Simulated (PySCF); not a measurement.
## How methods differ on the excitation energy of Ba

Ba [Xe] 6s2 (1S) → Ba [Xe] 5d1 6s1 (3D), as a difference of total energies. All numbers are calculated (PySCF 2.14, the spin-free X2C one-electron Hamiltonian (Gaussian nucleus), in aug-cc-pVDZ-X2C (8s7p5d, 54 functions)). Correlated levels: valence: [Xe] frozen. The calculations carry no spin-orbit coupling.

Task: Order these methods by the excitation energy they give, lowest first.
A. M06-2X
B. MP2 (valence)
C. r2SCAN
D. B3LYP

Result: C (0.459 eV), D (0.951 eV), B (1.258 eV), A (1.391 eV).

Errors of the correlated levels include the incompleteness of this basis and the frozen core.

For comparison: 1.160 eV (measured; NIST levels, between the centres of gravity of the two terms).
